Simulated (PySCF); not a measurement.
**Steps of a relaxation of [PbH3(NH3)]−**

[PbH3(NH3)]− (singlet). PySCF 2.14.0, RKS PBE0, Pb def2-SVP with ECP60, H def2-SVP, N def2-SVP; non-relativistic Hamiltonian with scalar-relativistic core potentials where named; density fitting; no spin-orbit coupling. Origin of the start: template. Columns: position (Å) and force (eV/Å). Energies are counted from the last step; some of the 23 steps are shown. Forces carry noise of the integration grid, about 0.01 to 0.03 eV/Å.

Run from Python with OMP_NUM_THREADS=2. Where DIIS fails, smearing, a level shift and second-order steps follow.
It took 25 s on 2 threads of AMD EPYC 9R45 96-Core Processor (Zen 5), on a shared host, from the converged density of the start.

```xyz
8
step 0  E = 2.768 eV
Pb    0.1048   -0.1048    0.1048     0.96   -0.96    0.96
H     1.3578    1.1481    1.3578     0.02   -0.50    0.02
H    -1.1481   -1.3578    1.3578     0.50   -0.02    0.02
H     1.3578   -1.3578   -1.1481     0.02   -0.02    0.50
N    -1.3328    1.3328   -1.3328    -1.32    1.32   -1.32
H    -1.9460    1.9460   -0.7956    -0.16    0.16    0.14
H    -0.7956    1.9460   -1.9460     0.14    0.16   -0.16
H    -1.9460    0.7956   -1.9460    -0.16   -0.14   -0.16
```

```xyz
8
step 7  E = 0.718 eV
Pb    0.3252   -0.3252    0.3252     0.02   -0.02    0.02
H     1.5824    0.2418    1.5824     0.16    0.19    0.16
H    -0.2418   -1.5824    1.5824    -0.19   -0.16    0.16
H     1.5824   -1.5824   -0.2418     0.16   -0.16   -0.19
N    -1.8501    1.8501   -1.8501    -0.18    0.18   -0.18
H    -2.3220    2.3220   -1.1021    -0.02    0.02    0.06
H    -1.1021    2.3220   -2.3220     0.06    0.02   -0.02
H    -2.3220    1.1021   -2.3220    -0.02   -0.06   -0.02
```

```xyz
8
step 15  E = 0.086 eV
Pb    0.6476   -0.6476    0.6476    -0.01    0.01   -0.01
H     1.8969   -0.0059    1.8969     0.00    0.03    0.00
H     0.0059   -1.8969    1.8969    -0.03    0.00    0.00
H     1.8969   -1.8969    0.0059     0.00    0.00   -0.03
N    -2.3789    2.3789   -2.3789    -0.01    0.01   -0.01
H    -2.5213    2.5213   -1.3738     0.11   -0.11   -0.18
H    -1.3738    2.5213   -2.5213    -0.18   -0.11    0.11
H    -2.5213    1.3738   -2.5213     0.11    0.18    0.11
```

Problem. Where does the relaxation end?

Solution. It converges at step 22 in C3v:
```xyz
8
step 22  E = 0
Pb    0.3087   -0.3087    0.3087
H     1.5532    0.3478    1.5532
H    -0.3478   -1.5532    1.5532
H     1.5532   -1.5532   -0.3478
N    -2.0530    2.0530   -2.0530
H    -2.1607    2.1607   -1.0409
H    -1.0409    2.1607   -2.1607
H    -2.1607    1.0409   -2.1607
```

Problem. How did the contacts change?

Solution. 
```tsv
contact	start (Å)	end (Å)
Pb1–H2 (H)	2.170	1.878
Pb1–H3 (H)	2.170	1.878
Pb1–H4 (H)	2.170	1.878
Pb1–N5 (NH3)	2.490	4.091
Pb1–H6 (NH3)	3.037	3.744
```


Some metal–ligand contacts ended over 25 % longer than in the template from which the work began, so those ligands are loosely bound or lost.
